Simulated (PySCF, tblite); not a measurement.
A database entry of computed molecular properties. Lists by class give the value and the number of equivalent atoms.

```json
{
 "formula": "C5H9N3",
 "smiles": "CCc1cnnn1C",
 "inchi": "InChI=1S/C5H9N3/c1-3-5-4-6-7-8(5)2/h4H,3H2,1-2H3",
 "charge": 0,
 "multiplicity": 1,
 "geometry_level": "GFN2-xTB",
 "atoms_angstrom": [
  ["C", -1.942, -0.627, 0.366],
  ["C", -1.037, -0.182, -0.786],
  ["C", 0.071, 0.678, -0.297],
  ["C", 0.182, 2.045, -0.138],
  ["N", 1.391, 2.316, 0.383],
  ["N", 2.029, 1.222, 0.555],
  ["N", 1.262, 0.21, 0.158],
  ["C", 1.732, -1.141, 0.225],
  ["H", -1.383, -1.202, 1.102],
  ["H", -2.752, -1.245, -0.012],
  ["H", -2.369, 0.24, 0.864],
  ["H", -0.63, -1.06, -1.293],
  ["H", -1.627, 0.386, -1.508],
  ["H", -0.521, 2.819, -0.366],
  ["H", 1.097, -1.741, 0.88],
  ["H", 2.743, -1.113, 0.626],
  ["H", 1.747, -1.593, -0.769]
 ],
 "electronic_structure_code": "PySCF",
 "results": {
  "GFN2-xTB geometry": {
   "point_group": "C1",
   "rotational_constants_GHz": [3.342, 1.895, 1.34]
  },
  "CAM-B3LYP/def2-SVPD ground state and vertical TDDFT (core frozen in the response)": {
   "dipole_D": 5.23,
   "homo_eV": -8.5,
   "lumo_eV": 0.9,
   "S1_eV": 5.85,
   "strongest_line_of_8_singlets_eV": 6.6,
   "T1_tda_eV": 4.66,
   "polarisability_au": 77.6,
   "r2_bohr2_about_centre_of_nuclear_charge": 942.8,
   "singlets_eV_and_f": [
    [5.85, 0.007],
    [6.6, 0.19],
    [6.92, 0.009],
    [7.17, 0.003],
    [7.21, 0.02],
    [7.5, 0.006],
    [7.63, 0.004],
    [7.67, 0.005]
   ],
   "triplets_tda_eV": [4.66, 4.86, 5.66]
  },
  "PBE0/pcSseg-1 ground state and GIAO shieldings, non-relativistic": {
   "shift_vs_computed_TMS_C_by_class_ppm": [
    [144.7, 1],
    [136.5, 1],
    [34.4, 1],
    [21.0, 1],
    [18.1, 1]
   ],
   "shift_vs_computed_TMS_H_by_class_ppm": [
    [7.54, 1],
    [4.09, 3],
    [2.81, 2],
    [1.21, 3]
   ],
   "shielding_other_nuclei_by_class_ppm": [
    ["N", -135.3, 1],
    ["N", -118.6, 1],
    ["N", 11.9, 1]
   ],
   "charges_hirshfeld_e_by_atom": [-0.11, -0.06, 0.03, -0.05, -0.15, -0.09, 0.04, -0.05, 0.04, 0.04, 0.04, 0.04, 0.05, 0.06, 0.06, 0.06, 0.06]
  },
  "GFN2-xTB harmonic vibrations, gas phase": {
   "strongest_ir_bands_cm-1_km_per_mol_modes": [
    [1277.4, 35.4, 1],
    [1308.1, 44.4, 1],
    [1366.6, 70.2, 1],
    [2967.0, 27.8, 1],
    [3032.5, 43.5, 1],
    [3041.1, 39.2, 1]
   ],
   "zpe_kcal_per_mol": 88.2
  }
 }
}
```

The dipole matches unit charges of opposite sign 1.09 Å apart (1 e·Å = 4.8032 D). The rotational constants make it an asymmetric top with κ = (2B − A − C)/(A − C) = -0.45, nearer the prolate limit (−1).

 NMR classes are plain means over equivalent atoms (diastereotopic ones count apart unless rotation or inversion swaps them), as if these changed places fast; in this geometry the members of some classes differ.

For the vibration job (GFN2-xTB), hardware: Arm Neoverse V1, one thread, shared host with 64 logical CPUs at a one-minute load of 29. Cost: 0.5 s of wall time.

The values belong to the conformer `[CH3:1][CH2:2][c:3]1[cH:4][n:5][n:6][n:7]1[CH3:8]`: C1–C2–C3–C4 -90°.
